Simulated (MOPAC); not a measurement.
MOPAC input (PM7):

```
PM7 FORCE THERMO(298,298) PRECISE LET GEO-OK AUX(PRECISION=9) THREADS=1
C3H12OSi2

C    -2.09910493 1    0.01204838 1    1.57058948 1
Si   -1.35220580 1   -0.57563168 1   -0.02721857 1
C    -2.15520071 1    0.26647881 1   -1.48675822 1
O     0.19336801 1   -0.15680643 1    0.12769342 1
C     1.33936237 1   -0.38562568 1   -0.65108398 1
Si    2.67095095 1    0.61781930 1    0.22812730 1
H    -3.18639825 1   -0.16617732 1    1.63325525 1
H    -1.62554965 1   -0.48669134 1    2.43758004 1
H    -1.92592114 1    1.10008926 1    1.68776328 1
H    -1.54063871 1   -2.01400772 1   -0.17102315 1
H    -1.73993686 1   -0.08615659 1   -2.44703125 1
H    -3.24690093 1    0.10652497 1   -1.52466666 1
H    -1.98320853 1    1.35862665 1   -1.43360636 1
H     1.57032591 1   -1.48121189 1   -0.67693262 1
H     1.17806820 1   -0.05114947 1   -1.70689700 1
H     2.33284085 1    2.03042263 1    0.22791814 1
H     2.86229786 1    0.14006227 1    1.58643680 1
H     3.90230642 1    0.42279397 1   -0.52307383 1
```

From the output:

```
     H   18   0.000614   0.011407   0.011374   0.183774   0.183597   3.092538

          HEAT OF FORMATION =     -82.929939 KCALS/MOLE

          ZERO POINT ENERGY      81.306 KCAL/MOL

           NORMAL COORDINATE ANALYSIS (Total motion = 1 Angstrom)

   Root No.       1         2         3         4         5         6         7         8

                 1 A       2 A       3 A       4 A       5 A       6 A       7 A       8 A

                  24.4      63.3      82.7      98.9     117.1     120.5     188.1     215.6

           1    0.0015    0.0068    0.0065    0.0009    0.0000    0.0032    0.0098   -0.0050
           2   -0.0039   -0.0217   -0.0190   -0.0016   -0.0015    0.0005    0.0400    0.0517
           3   -0.0170   -0.0071    0.0613   -0.0016    0.0149   -0.0083    0.0022   -0.0309
           4    0.0015    0.0071    0.0075    0.0010    0.0001    0.0034    0.0113   -0.0040
           5    0.0037    0.0064    0.0013    0.0032    0.0033    0.0048    0.0064   -0.0269
           6   -0.0027    0.0052   -0.0035    0.0010    0.0024    0.0028   -0.0141    0.0189
           7   -0.0054   -0.0225   -0.0136   -0.0015   -0.0034   -0.0067   -0.0454   -0.0400
           8    0.0064    0.0175    0.0094    0.0040    0.0046    0.0088    0.0302   -0.0138
           9    0.0540   -0.0249   -0.0067    0.0104   -0.0009   -0.0115   -0.0338    0.0069
          10   -0.0053    0.0109    0.0437    0.0017    0.0076   -0.0003    0.0083    0.0302
          11   -0.0331    0.0430   -0.0086   -0.0052   -0.0004    0.0199   -0.0373   -0.0033
          12   -0.0218    0.0242   -0.0246   -0.0043   -0.0028    0.0125   -0.0402    0.0210
          13   -0.0075   -0.0027    0.0282    0.0012    0.0042   -0.0092   -0.0155    0.0418
          14   -0.0471   -0.0326   -0.0100   -0.0041   -0.0149   -0.0332   -0.0111   -0.0045
          15   -0.0277   -0.0071    0.0001   -0.0026   -0.0080   -0.0103    0.0242   -0.0003
          16    0.0064   -0.0030   -0.0360   -0.0018   -0.0039    0.0028    0.0096   -0.0057
          17    0.0327   -0.0087    0.0119    0.0006    0.0025   -0.0034   -0.0182    0.0077
          18    0.0080    0.0024   -0.0118   -0.0018   -0.0039    0.0057    0.0380   -0.0148
          19    0.0060    0.0045   -0.0324   -0.0012   -0.0085    0.0078    0.0146    0.0620
          20    0.0208   -0.0304   -0.0010   -0.2096   -0.0445    0.0108    0.0465    0.0779
          21   -0.0042   -0.0112    0.0922   -0.1272   -0.0069   -0.0043    0.0038   -0.0503
          22    0.0055    0.0214    0.0186    0.0180    0.0058    0.0041   -0.0142   -0.0691
          23   -0.0054   -0.0271   -0.0235   -0.0098   -0.0041    0.0003    0.0498    0.0779
          24   -0.0515   -0.0061    0.0496    0.2341    0.0660   -0.0233    0.0115   -0.0464
          25   -0.0075   -0.0054    0.0368   -0.0142    0.0033   -0.0024    0.0315   -0.0121
          26   -0.0334   -0.0239   -0.0477    0.2041    0.0392   -0.0110    0.0539    0.0784
          27   -0.0049   -0.0108    0.0891   -0.1190   -0.0058   -0.0044    0.0036   -0.0484
          28    0.0131    0.0242   -0.0223    0.0003   -0.0032    0.0100    0.0018   -0.0031
          29    0.0402   -0.0083    0.0191    0.0071    0.0058   -0.0031    0.0269   -0.0406
          30   -0.0186    0.0210   -0.0261   -0.0016   -0.0005    0.0102   -0.0301    0.0274
          31   -0.0054   -0.0226   -0.0153   -0.0031    0.0008   -0.0086   -0.0471   -0.0413
          32    0.0114    0.0357    0.0250    0.0100   -0.0038    0.0201    0.0786    0.0184
          33    0.0622   -0.0143   -0.0708   -0.0536    0.1757   -0.0818   -0.0323    0.0075
          34   -0.0020   -0.0246   -0.0720   -0.0548    0.1386   -0.0680   -0.0700   -0.0584
          35    0.0311   -0.0065    0.0222    0.0269   -0.0497    0.0195   -0.0042   -0.0283
          36    0.0697   -0.0405    0.0261    0.0481   -0.0967    0.0211   -0.0484    0.0044
          37   -0.0137   -0.0400    0.0324    0.0493   -0.1466    0.0467   -0.0715   -0.0566
          38   -0.0229    0.0307   -0.0138   -0.0236    0.0662   -0.0097    0.0368   -0.0203
          39    0.0679   -0.0385    0.0228    0.0442   -0.0868    0.0180   -0.0472    0.0053
          40   -0.0501   -0.0623    0.0352    0.0001   -0.0104   -0.0551    0.0151    0.0380
          41   -0.0862   -0.0569   -0.0164   -0.0059   -0.0239   -0.0551   -0.0122   -0.0016
          42   -0.0108   -0.0197    0.0136   -0.0012   -0.0072   -0.0161    0.0459   -0.0051
          43    0.0246    0.0465    0.0318    0.0024    0.0165    0.0276   -0.0305    0.0413
          44   -0.0710   -0.0744   -0.0146   -0.0051   -0.0252   -0.0633    0.0014   -0.0045
          45   -0.0731   -0.0217    0.0081   -0.0042   -0.0149   -0.0285    0.0362   -0.0036
          46    0.0670    0.1122   -0.0544    0.0060   -0.0579   -0.1285    0.0297   -0.0173
          47    0.0840    0.0300    0.0269    0.0052   -0.0006   -0.0219   -0.0231    0.0206
          48   -0.0158    0.0348   -0.0449   -0.0021   -0.0390   -0.0650    0.0587   -0.0399
          49   -0.0402   -0.0999   -0.0415   -0.0093    0.0387    0.1175    0.0060   -0.0157
          50    0.0640    0.0719    0.0198    0.0068   -0.0348   -0.1051   -0.0179    0.0201
          51    0.0691    0.0193   -0.0355   -0.0003    0.0015    0.0309    0.0596   -0.0433
          52    0.0028   -0.0225   -0.0664   -0.0047    0.0005    0.0318    0.0309   -0.0376
          53    0.0089   -0.1177    0.0060   -0.0072    0.0603    0.1502   -0.0186   -0.0077
          54   -0.0031   -0.0432    0.0392   -0.0022    0.0312    0.0675   -0.0011    0.0317

   Root No.       9        10        11        12        13        14        15        16

                 9 A      10 A      11 A      12 A      13 A      14 A      15 A      16 A

                 272.8     280.8     553.7     572.6     665.3     706.4     713.9     731.8

           1   -0.0186   -0.0426   -0.0005   -0.0127   -0.0605    0.0236    0.0239    0.0690
           2    0.0109   -0.0159   -0.0000    0.0010   -0.0054   -0.0049    0.0098   -0.0169
           3    0.0014   -0.0374   -0.0000   -0.0036   -0.0043   -0.0078   -0.0041    0.0051
           4   -0.0149   -0.0362   -0.0003   -0.0040    0.0072   -0.0233   -0.0090   -0.0351
           5   -0.0190    0.0272    0.0001    0.0053   -0.0177   -0.0008    0.0211   -0.0384
           6   -0.0503    0.0240   -0.0007   -0.0230   -0.0198   -0.0009   -0.0148    0.0008
           7   -0.0040    0.0306    0.0003    0.0051    0.0279   -0.0127   -0.0089    0.0144
           8   -0.0258    0.0046    0.0007    0.0154    0.0627   -0.0024   -0.0164    0.0747
           9    0.0443   -0.0168    0.0001   -0.0033   -0.0030    0.0042   -0.0082    0.0014
          10    0.0462    0.0523    0.0012   -0.0196   -0.0007    0.0043   -0.0081   -0.0049
          11    0.0716   -0.0099    0.0060   -0.0071   -0.0174    0.0004   -0.0164    0.0037
          12   -0.0221   -0.0287    0.0032    0.0182    0.0298   -0.0025    0.0282    0.0084
          13   -0.0059    0.0264    0.0002    0.0213    0.0271    0.0130    0.0533    0.0013
          14    0.0020   -0.0127   -0.0020    0.0008   -0.0103    0.0060    0.0108    0.0017
          15    0.0144    0.0138   -0.0011   -0.0109    0.0091   -0.0194   -0.0455   -0.0058
          16    0.0027   -0.0001   -0.0029    0.0190   -0.0085   -0.0055   -0.0188   -0.0017
          17   -0.0114   -0.0075   -0.0180   -0.0125    0.0034   -0.0030   -0.0063   -0.0005
          18    0.0243    0.0168   -0.0077    0.0214   -0.0035    0.0092    0.0216    0.0020
          19   -0.0347   -0.0092   -0.0016   -0.0446   -0.0795   -0.0217   -0.0235    0.1634
          20    0.0152   -0.0248   -0.0001   -0.0035    0.0061    0.0191   -0.0182    0.0239
          21    0.0123   -0.0608    0.0005    0.0117    0.0177    0.0285    0.0024   -0.0319
          22   -0.0454   -0.0074   -0.0009   -0.0051   -0.0947   -0.0500    0.0936   -0.0314
          23    0.0223   -0.0299    0.0001   -0.0020    0.0136    0.0241   -0.0234    0.0193
          24    0.0236   -0.0721    0.0005    0.0107    0.0164    0.0328   -0.0050   -0.0151
          25    0.0253   -0.1164    0.0006    0.0130   -0.0001    0.1252   -0.0045    0.0524
          26    0.0288   -0.0368    0.0001   -0.0018    0.0101    0.0298   -0.0209    0.0234
          27    0.0103   -0.0595    0.0004    0.0093    0.0106    0.0277    0.0012   -0.0161
          28   -0.0451   -0.0719    0.0023    0.0091    0.0857    0.2774   -0.0991   -0.2059
          29   -0.0211    0.0505   -0.0046    0.0003   -0.0494    0.1043   -0.0793    0.0790
          30   -0.0593   -0.0087    0.0033   -0.0131    0.0354    0.0656    0.0046   -0.1378
          31   -0.0022    0.0329    0.0003    0.0049    0.0227   -0.0061   -0.0070    0.0113
          32   -0.0439   -0.0642   -0.0003    0.0114    0.0785   -0.1209   -0.0060   -0.0109
          33    0.0941   -0.0341    0.0012    0.0068    0.0083   -0.0240    0.0171   -0.0022
          34    0.0402    0.0551    0.0016    0.0157    0.0274    0.0272    0.0085    0.0508
          35    0.0466    0.0004    0.0029    0.0361    0.0742   -0.0076    0.0330    0.0822
          36    0.0791   -0.0294    0.0013    0.0082    0.0114   -0.0148    0.0183    0.0035
          37   -0.0334    0.0772   -0.0003   -0.0005    0.0112    0.0661   -0.0326    0.0522
          38   -0.0965    0.0506   -0.0015   -0.0040    0.0313    0.0687   -0.0629    0.0895
          39    0.0771   -0.0287    0.0012    0.0059    0.0044   -0.0164    0.0174   -0.0068
          40   -0.0240    0.0338    0.0848    0.0072    0.0307    0.0089    0.0424    0.0019
          41   -0.0133   -0.0171    0.1014    0.0111   -0.0077    0.0094    0.0227    0.0058
          42    0.0197    0.0245   -0.0553   -0.0254    0.0114   -0.0225   -0.0537   -0.0079
          43    0.0239    0.0285   -0.0593    0.0054    0.0225    0.0093    0.0382   -0.0048
          44   -0.0244   -0.0158    0.0471    0.0103   -0.0080    0.0064    0.0140    0.0072
          45    0.0305    0.0224    0.1209   -0.0289    0.0067   -0.0224   -0.0576   -0.0102
          46    0.0024   -0.0025    0.0943   -0.0617    0.0222    0.0026    0.0214    0.0008
          47   -0.0263   -0.0016    0.1841    0.0669   -0.0269   -0.0077   -0.0330   -0.0015
          48    0.0430    0.0070   -0.1949   -0.1383    0.0572    0.0203    0.0831    0.0050
          49    0.0141   -0.0042   -0.0642   -0.0597    0.0234    0.0027    0.0202    0.0006
          50   -0.0219   -0.0029    0.0010    0.0749   -0.0304   -0.0106   -0.0453   -0.0026
          51    0.0322    0.0104    0.2768   -0.1399    0.0487    0.0174    0.0748    0.0036
          52    0.0238   -0.0081    0.0140   -0.1527    0.0412    0.0072    0.0327    0.0021
          53    0.0003   -0.0111    0.0884   -0.0921    0.0237    0.0025    0.0161    0.0008
          54   -0.0051    0.0287    0.0408    0.2617   -0.0725   -0.0093   -0.0503   -0.0037

   Root No.      17        18        19        20        21        22        23        24

                17 A      18 A      19 A      20 A      21 A      22 A      23 A      24 A

                 741.5     749.6     813.4     816.4     832.2     853.5     855.4     864.6

           1    0.0349   -0.0170    0.0081   -0.0084    0.0009    0.0022   -0.0106   -0.0002
           2    0.0082    0.0049    0.0112   -0.0098   -0.0020   -0.0011   -0.0221    0.0003
           3   -0.0112   -0.0080   -0.0144    0.0158    0.0035    0.0059   -0.0207    0.0001
           4   -0.0251    0.0115   -0.0092    0.0096   -0.0010   -0.0028    0.0183    0.0003
           5    0.0192    0.0078   -0.0059    0.0063   -0.0004   -0.0001    0.0129   -0.0001
           6   -0.0179   -0.0164    0.0007   -0.0011    0.0002   -0.0019    0.0007    0.0000
           7   -0.0144   -0.0107    0.0133   -0.0145    0.0031    0.0045   -0.0226   -0.0004
           8   -0.0006   -0.0284    0.0032   -0.0038   -0.0005   -0.0011   -0.0010    0.0001
           9   -0.0135    0.0057    0.0147   -0.0147    0.0034    0.0041    0.0203    0.0002
          10    0.0042   -0.0108    0.0044   -0.0027   -0.0015   -0.0013   -0.0013    0.0002
          11   -0.0192   -0.0051    0.0070    0.0020    0.0031    0.0031   -0.0015    0.0013
          12    0.0238    0.0399    0.0002    0.0040   -0.0057   -0.0056   -0.0011    0.0004
          13   -0.0051    0.0206   -0.0068   -0.0040    0.0006   -0.0028   -0.0008   -0.0018
          14   -0.0310   -0.0133   -0.0321   -0.0302    0.0005   -0.0004    0.0003   -0.0098
```
